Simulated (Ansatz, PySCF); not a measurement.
Sn(F)(NH2)3 (FH₆N₃Sn), SMILES [NH2][Sn]([NH2])([NH2])[F].

Geometry: B3LYP-D3(BJ)/def2-SVP. The structure was generated by enumeration; whether it is a known compound was not checked. The def2 effective core potentials stand for the cores of Sn; spin–orbit coupling is left out. One conformer was computed; it need not be the lowest.

Vertical ionisation energy (IE) and electron affinity (EA) in eV. Rows of orbital energies are one-electron estimates. Where ΔSCF, EOM or ADC give a negative EA the extra electron is unbound and the value depends on the basis.

```json
[
 {"level": "−ε(HOMO), −ε(LUMO), CAM-B3LYP/def2-TZVP (PySCF)", "IE": "9.27", "EA": "0.09"},
 {"level": "−ε(HOMO), −ε(LUMO), PBE/def2-TZVP (PySCF)", "IE": "6.34", "EA": "1.95"},
 {"level": "ΔSCF, PBE0/def2-SVPD (Ansatz), final states of multiplicity 2 and 2", "IE": "9.82", "EA": "-0.35"},
 {"level": "ΔSCF, PBE/def2-SVPD (Ansatz), final states of multiplicity 2 and 2", "IE": "[?]", "EA": "[?]"}
]
```

Task: Fill in the missing entries. (The exact figures need the calculation; the answer reports its results.)

Result: 
- ΔSCF, PBE/def2-SVPD (Ansatz, a program for electronic structure), final states of multiplicity 2 and 2, IE: 9.24
- ΔSCF, PBE/def2-SVPD (Ansatz), final states of multiplicity 2 and 2, EA: -0.13

Task: What vertical singlet–triplet gap does ΔSCF give with PBE0/def2-SVPD (Ansatz) and with PBE/def2-SVPD (Ansatz)? (An estimate is asked for; the answer gives what the named calculation found.)

Result: 5.09 and 4.34 eV (triplet above singlet where positive).
